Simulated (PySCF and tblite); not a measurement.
Results of a calculation; reference values are marked as such.
# Dynamics report: rotation

System: C₈H₈, numbered as in [CH2:1]=[CH:2][c:3]1[cH:4][cH:5][cH:6][cH:7][cH:8]1.

Motion: rotation about the C3–C2 bond (torsion C4–C3–C2–C1 from 0° to 180°, rising). Geometries: GFN2-xTB; energies: revPBE/pcSseg-1 + D3(BJ); zero-point and thermal terms from GFN2-xTB harmonic modes (soft modes blended into free rotors). Rates follow Eyring's equation with the number of equivalent paths and no tunnelling. Run with tblite and PySCF.

```
 point  symmetry  E(GFN2) kcal/mol  E(DFT) kcal/mol  ZPE change kcal/mol  lowest mode cm⁻¹  dipole D
 start        Cs               0.0              0.0                 0.00                15      0.17
saddle        Cs               3.2              4.3                -0.26              107i      0.04
   end        Cs               0.0              0.0                 0.00                14      0.17
```

| Item | Value |
| --- | --- |
| Electronic barrier | 4.3 kcal/mol |
| Barrier with zero-point energy | 4.0 kcal/mol |
| ΔH‡ (298 K) | 3.6 kcal/mol |
| ΔS‡ (298 K, symmetry apart) | -3.9 cal/(mol K) |
| Paths | 2 equivalent paths |
| End point | the same structure with atoms interchanged, or its mirror image |
| Mean lifetime of the start against this motion at 298 K | 230 ps |
| Cost | 55 s on 1 thread of Intel Xeon 6975P-C, on a host shared with other jobs (rough), peak memory 0.63 GiB, launched as `OMP_NUM_THREADS=1 python ens_run.py task.json out` |

```csv
T/K,ΔG‡ kcal/mol,k s⁻¹
150,4.3,3.3×10⁶
200,4.4,1.2×10⁸
250,4.6,1×10⁹
298,4.7,4.3×10⁹
350,4.9,1.3×10¹⁰
400,5.0,2.9×10¹⁰
500,5.4,9×10¹⁰
```

ΔG and ΔG‡ leave out symmetry numbers and mirror images; rates count paths: 2 out.
